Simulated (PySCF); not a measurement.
Computed shifts of a molecule C2H8O2Si2, PBE0/pcSseg-1 in PySCF, GIAO, gas phase, atoms alike by connectivity averaged where their shifts nearly agree, in ppm (number of nuclei): ²⁹Si: 8.6 (1), -33.1 (1). ¹³C: 58.1 (1), -4.1 (1). ¹H: 5.35 (1), 4.76 (1), 4.54 (1), 4.52 (1), 4.07 (1), 2.07 (1), 0.56 (1), 0.41 (1). References: ¹⁷O against H2O (σ = 334.2 ppm); ²⁹Si against TMS (σ = 352.7 ppm); ¹³C against TMS (σ = 186.3 ppm); ¹H against TMS (σ = 31.56 ppm), references at their B3LYP-D3(BJ)/def2-TZVP geometries, non-relativistic. Geometry: PBE-D3(BJ)/def2-SVP. The values are those of a single conformer.

Q: Which molecule gave these data?
(A) O=CC[SiH2][SiH2]O
(B) [SiH3]O[C@@H]1CO[SiH2]1
(C) C[Si@H](C=O)[SiH2]O
(D) O[Si@H]1C[SiH2]CO1

A: D, O[Si@H]1C[SiH2]CO1
